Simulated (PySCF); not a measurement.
PySCF input (M06-2X/def2-TZVPD):

```python
from pyscf import gto, scf, dft

mol = gto.M(
    atom='''
    Si    0.04663164   -0.02281572   -0.19362470
    C     1.63097857   -0.94417281   -0.13321859
    C    -1.47188882   -0.87602360   -0.75828865
    O    -0.31092106    0.32935015    1.62339536
    O     0.09180014    1.53311775   -0.63018685
    H     1.51715520   -1.89120637    0.39929621
    H     2.42227751   -0.36874645    0.34967653
    H     1.95371611   -1.18327200   -1.15008775
    H    -1.36410311   -1.13255275   -1.81560871
    H    -2.35095587   -0.23705711   -0.66082189
    H    -1.64461099   -1.80815509   -0.21584108
    H    -0.72849961   -0.29279092    2.23974158
    H     0.89117240    2.00908981   -0.87496915
    H    -0.55056555    1.24554647    1.84273554
    ''',
    basis='def2-tzvpd',
    charge=1,
    spin=0,
    verbose=4,
)

mf = dft.RKS(mol, xc='m062x').density_fit(auxbasis='def2-universal-jkfit')
mf.grids.level = 4
mf.conv_tol = 1e-9
mf.max_cycle = 100
mf.max_memory = 1500
mf.kernel()
if not mf.converged:
    mf = mf.newton()
    mf.kernel(mf.make_rdm1())
mf.analyze()
```

End of the output:

```
Extra cycle  E= -521.408946773688  delta_E= -8.41e-12  |g|= 3.43e-06  |ddm|= 1.51e-05
converged SCF energy = -521.408946773688
**** SCF Summaries ****
Total Energy =                        -521.408946773688399
Nuclear Repulsion Energy =             264.743368112511234
One-electron Energy =                -1233.172604299253862
Two-electron Energy =                  447.020289413054229
Two-electron Coulomb Energy =          499.106361959709659
DFT Exchange-Correlation Energy =      -52.086072546655430
HOMO-LUMO gap [eV] =                    10.194495692778277
**** MO energy ****
MO #1   energy= -67.2411860902806  occ= 2
MO #2   energy= -19.92531178629    occ= 2
MO #3   energy= -19.811755030872   occ= 2
MO #4   energy= -10.6887126996924  occ= 2
MO #5   energy= -10.6859842123598  occ= 2
MO #6   energy= -5.775013764082    occ= 2
MO #7   energy= -4.08863976968324  occ= 2
MO #8   energy= -4.08499900462067  occ= 2
MO #9   energy= -4.08323364956501  occ= 2
MO #10  energy= -1.43498611380232  occ= 2
MO #11  energy= -1.3134816728784   occ= 2
MO #12  energy= -0.982540033585998 occ= 2
MO #13  energy= -0.952518670701915 occ= 2
MO #14  energy= -0.910140803909022 occ= 2
MO #15  energy= -0.858378522733602 occ= 2
MO #16  energy= -0.795540017772829 occ= 2
MO #17  energy= -0.714693858261124 occ= 2
MO #18  energy= -0.677311801100889 occ= 2
MO #19  energy= -0.655184412832641 occ= 2
MO #20  energy= -0.643955958777222 occ= 2
MO #21  energy= -0.631582163382382 occ= 2
MO #22  energy= -0.627521614792711 occ= 2
MO #23  energy= -0.612838816075512 occ= 2
MO #24  energy= -0.597923983368988 occ= 2
MO #25  energy= -0.547336197372843 occ= 2
MO #26  energy= -0.17269538762925  occ= 0
MO #27  energy= -0.128689250346174 occ= 0
MO #28  energy= -0.1147389985416   occ= 0
MO #29  energy= -0.0979008154482592 occ= 0
MO #30  energy= -0.091620228385668 occ= 0
MO #31  energy= -0.0826858799228782 occ= 0
MO #32  energy= -0.0694514003117987 occ= 0
MO #33  energy= -0.0606670371063525 occ= 0
MO #34  energy= -0.0599131218004003 occ= 0
MO #35  energy= -0.048857645676097 occ= 0
MO #36  energy= -0.0472775819143136 occ= 0
MO #37  energy= -0.0383540208449016 occ= 0
MO #38  energy= -0.0345161583312867 occ= 0
MO #39  energy= -0.028447078075214 occ= 0
MO #40  energy= -0.01807349037321  occ= 0
MO #41  energy= -0.0133324103177783 occ= 0
MO #42  energy= -0.00954970434572866 occ= 0
MO #43  energy= -0.00459486046638347 occ= 0
MO #44  energy= 0.00879393272683782 occ= 0
MO #45  energy= 0.0214945696440172 occ= 0
MO #46  energy= 0.0270723326931428 occ= 0
MO #47  energy= 0.033537278787712  occ= 0
MO #48  energy= 0.0488651791246273 occ= 0
MO #49  energy= 0.0551033200588549 occ= 0
MO #50  energy= 0.0668484941311298 occ= 0
MO #51  energy= 0.0755719838267288 occ= 0
MO #52  energy= 0.0839533162426696 occ= 0
MO #53  energy= 0.0901393142279636 occ= 0
MO #54  energy= 0.0931987653043984 occ= 0
MO #55  energy= 0.0972819048018061 occ= 0
MO #56  energy= 0.103896963938731  occ= 0
MO #57  energy= 0.11373380440088   occ= 0
MO #58  energy= 0.121848866263501  occ= 0
MO #59  energy= 0.124970654848854  occ= 0
MO #60  energy= 0.129568640234524  occ= 0
MO #61  energy= 0.135981216069883  occ= 0
MO #62  energy= 0.139674400531968  occ= 0
MO #63  energy= 0.147379181496313  occ= 0
MO #64  energy= 0.150272500657099  occ= 0
MO #65  energy= 0.155502231409168  occ= 0
MO #66  energy= 0.164454461430182  occ= 0
MO #67  energy= 0.173096172034355  occ= 0
MO #68  energy= 0.175275396823242  occ= 0
MO #69  energy= 0.178740251102485  occ= 0
MO #70  energy= 0.191776811370853  occ= 0
MO #71  energy= 0.193243248503522  occ= 0
MO #72  energy= 0.199982074726525  occ= 0
MO #73  energy= 0.203231444953252  occ= 0
MO #74  energy= 0.209023228238659  occ= 0
MO #75  energy= 0.220132775951445  occ= 0
MO #76  energy= 0.228081532572018  occ= 0
MO #77  energy= 0.236154170858873  occ= 0
MO #78  energy= 0.238241266259391  occ= 0
MO #79  energy= 0.247336638952318  occ= 0
MO #80  energy= 0.248438374542168  occ= 0
MO #81  energy= 0.264995940917929  occ= 0
MO #82  energy= 0.269988809515755  occ= 0
MO #83  energy= 0.280965079608919  occ= 0
MO #84  energy= 0.286576921859879  occ= 0
MO #85  energy= 0.292012375835999  occ= 0
MO #86  energy= 0.302603142643884  occ= 0
MO #87  energy= 0.307247236187061  occ= 0
MO #88  energy= 0.309961134677427  occ= 0
MO #89  energy= 0.327273705927488  occ= 0
MO #90  energy= 0.331309447204634  occ= 0
MO #91  energy= 0.337307701984379  occ= 0
MO #92  energy= 0.343053948835488  occ= 0
MO #93  energy= 0.351229932688823  occ= 0
MO #94  energy= 0.35817066714489   occ= 0
MO #95  energy= 0.369646703518647  occ= 0
MO #96  energy= 0.380033554243181  occ= 0
MO #97  energy= 0.394250041447436  occ= 0
MO #98  energy= 0.396634954146231  occ= 0
MO #99  energy= 0.409612459071374  occ= 0
MO #100 energy= 0.412037562605344  occ= 0
MO #101 energy= 0.424456197889502  occ= 0
MO #102 energy= 0.436116252317653  occ= 0
MO #103 energy= 0.439892842277614  occ= 0
MO #104 energy= 0.447878635548266  occ= 0
MO #105 energy= 0.484714604371665  occ= 0
MO #106 energy= 0.494126074279943  occ= 0
MO #107 energy= 0.500095384750595  occ= 0
[...]
```

It need not be the lowest isomer of its formula.
